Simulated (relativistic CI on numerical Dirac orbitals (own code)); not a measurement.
## Cr3+: 3d valence photoemission

Computed with this model: Dirac-Coulomb-Breit CI, KLI orbitals optimised for each configuration, QED by a radiative potential, valence Slater integrals scaled by 0.8, multiplet model of photoemission in the sudden approximation; configurations [Ar] 3d3 → [Ar] 3d2; 300 K; Lorentzian 0.21 eV and Gaussian 0.5 eV FWHM. Energies are those of the free ion, without screening or charge transfer. The energies are binding energies and can lie tens of eV above those of solids. S is read from ⟨S²⟩ = S(S + 1).

Field parameters in Wybourne normalisation: Td as Oh with Dq negative (B⁴₀ = 21Dq, B⁴₄ = √(5/14) B⁴₀). The field is a parameter set, without covalency.

Computed curve for Td, 10Dq = -5050 cm⁻¹, scaled to 100 at the maximum (points under 2 are left out and the grid is thinned):

| Energy (eV) | Intensity |
| --- | --- |
| 46.2 | 2.2 |
| 46.3 | 2.6 |
| 46.4 | 3.0 |
| 46.6 | 4.7 |
| 46.7 | 6.3 |
| 46.8 | 9.0 |
| 46.9 | 13.8 |
| 47.0 | 22.1 |
| 47.2 | 50.9 |
| 47.3 | 67.2 |
| 47.4 | 78.7 |
| 47.5 | 82.4 |
| 47.6 | 80.1 |
| 47.8 | 80.2 |
| 47.9 | 88.0 |
| 48.0 | 96.4 |
| 48.1 | 100.0 |
| 48.2 | 97.3 |
| 48.4 | 83.7 |
| 48.5 | 75.9 |
| 48.6 | 66.0 |
| 48.7 | 53.2 |
| 48.9 | 26.8 |
| 49.0 | 17.6 |
| 49.1 | 11.8 |
| 49.2 | 8.6 |
| 49.3 | 7.1 |
| 49.5 | 7.5 |
| 49.6 | 9.7 |
| 49.7 | 13.9 |
| 49.8 | 20.0 |
| 49.9 | 27.2 |
| 50.1 | 35.3 |
| 50.2 | 32.6 |
| 50.3 | 26.3 |
| 50.4 | 18.8 |
| 50.5 | 12.2 |
| 50.7 | 4.9 |
| 50.8 | 3.3 |
| 50.9 | 2.4 |

The ground state has S = 1.50, and the centroid lies at 48.28 eV.
